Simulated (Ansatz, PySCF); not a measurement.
Te(SH)(GeH3) (GeH4STe), SMILES S[Te][GeH3].

Geometry: B3LYP-D3(BJ)/def2-SVP. The structure was generated by enumeration, and PubChem lists no compound with its InChIKey, so it may never have been made. The def2 effective core potentials stand for the cores of Te; spin–orbit coupling is left out. One conformer was computed; it need not be the lowest.

Vertical ionisation energy (IE) and electron affinity (EA) in eV. Rows of orbital energies are one-electron estimates. Where ΔSCF, EOM or ADC give a negative EA the extra electron is unbound and the value depends on the basis.

```json
[
 {"level": "−ε(HOMO), −ε(LUMO), CAM-B3LYP/def2-TZVPD (PySCF)", "IE": "7.81", "EA": "1.15"},
 {"level": "−ε(HOMO), −ε(LUMO), PBE/def2-TZVPD (PySCF)", "IE": "5.57", "EA": "2.96"},
 {"level": "ΔSCF, PBE0/def2-SVPD (Ansatz), final states of multiplicity 2 and 2", "IE": "8.49", "EA": "0.61"},
 {"level": "ΔSCF, PBE/def2-SVPD (Ansatz), final states of multiplicity 2 and 2", "IE": "8.39", "EA": "0.63"}
]
```

Q: What vertical singlet–triplet gap does ΔSCF give with PBE0/def2-SVPD (Ansatz, a quantum-chemistry and plane-wave program) and with PBE/def2-SVPD (Ansatz)? (The exact figures need the calculation; the answer reports its results.)

A: 2.49 and 2.46 eV (triplet above singlet where positive).
